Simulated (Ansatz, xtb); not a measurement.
Ranking isomers of GeH6OSSi

4 gas-phase structures of GeH6OSSi, from a drawn sample of its isomers (lower ones may exist). Each was relaxed with GFN2-xTB; where two conformers were screened, the lower at r2SCAN-D4/def2-SVP//GFN2-xTB is listed:

A. `O[SiH2][GeH2][SH]`, a singlet
B. `[OH][Ge@@H]([SiH3])[SH]`, a singlet
C. `[OH][GeH2][SiH2]S`, a singlet
D. `O[Si@@H](S)[GeH3]`, a singlet

Problem. Make a reasoned guess at their ranking by r2SCAN-D4/def2-SVP//GFN2-xTB single-point energy.

Solution. Calculated order at r2SCAN-D4/def2-SVP//GFN2-xTB: D (0.0), A (26.9), B (54.5), C (70.8) kJ/mol.

Energies above the lowest of each column, in kJ/mol; the last columns are at r2SCAN-D4/def2-SVP geometries:

| structure | GFN2-xTB | HF/STO-3G | r2SCAN-D4/def2-SVP//GFN2-xTB | r2SCAN-D4/def2-SVP | CCSD(T)/def2-SVP + ΔMP2/def2-TZVPP |
| --- | --- | --- | --- | --- | --- |
| D | 36.4 | 0.0 | 0.0 | 0.0 | 0.0 |
| A | 0.0 | 21.9 | 26.9 | 29.7 | 23.8 |
| B | 48.6 | 28.1 | 54.5 | 62.2 | 65.9 |
| C | 84.7 | 34.1 | 70.8 | 66.6 | 73.3 |

CCSD(T)/def2-SVP + ΔMP2/def2-TZVPP puts D lowest; GFN2-xTB picks A. Flexible structures stand in one conformer each, not always the lowest. D keeps a small imaginary mode. ΔMP2 is the change of the MP2 energy from the smaller to the larger basis.

Over these structures GFN2-xTB departs from r2SCAN-D4/def2-SVP//GFN2-xTB by 20.8 kJ/mol on average once a common shift is removed. A GFN2-xTB relaxation took about 0.07 s and the r2SCAN-D4/def2-SVP//GFN2-xTB energy about 1.1 s on a shared host (Ansatz 0.2.0, xtb 6.7.1).
